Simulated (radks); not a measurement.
Fractional charge and spin in the 4p shell of rhodium: the spin-up occupation runs from 2 to 3 and the spin-down occupation from 2 to 3; the fullest corner is Rh3+, [Ar] 3d10 4s2 4d(up 3, down 3) 4p(up 3, down 3). Calculated with a radial shooting solver on a logarithmic mesh with Libxc functionals: scalar-relativistic Kohn-Sham, r2SCAN, spin-polarised, spherical densities, finite nucleus; meta-GGA in the generalised Kohn-Sham scheme; Fermi nuclear charge, rms radius of each element as measured or else 0.836 A^(1/3) + 0.57 fm. Energy (eV) minus the two flat planes that join the four corners (they meet along the diagonal where the two added fractions sum to one electron); zero is where a piecewise linear energy would lie.

down \ up       2    2.25     2.5    2.75       3
2           0.000  -1.679  -2.231  -1.668   0.000
2.25       -1.679  -2.127  -1.464   0.299  -1.584
2.5        -2.231  -1.464   0.399  -1.388  -2.102
2.75       -1.668   0.299  -1.388  -2.006  -1.570
3           0.000  -1.584  -2.102  -1.570   0.000

Corners above the fullest one (they belong to Rh4+ and the next ion): (up 3, down 2) 95.918 eV, (up 2, down 3) 95.918 eV, (up 2, down 2) 210.78 eV. With half an added electron in each spin the energy lies 0.399 eV from the planes, and with half an added electron in spin up alone -2.231 eV. The planes are only a guide here: the flat-plane condition holds for ground states with one frontier orbital, while this shell lies below other occupied shells, so the corners above the fullest one are inner-hole states and not the ground states of those ions.
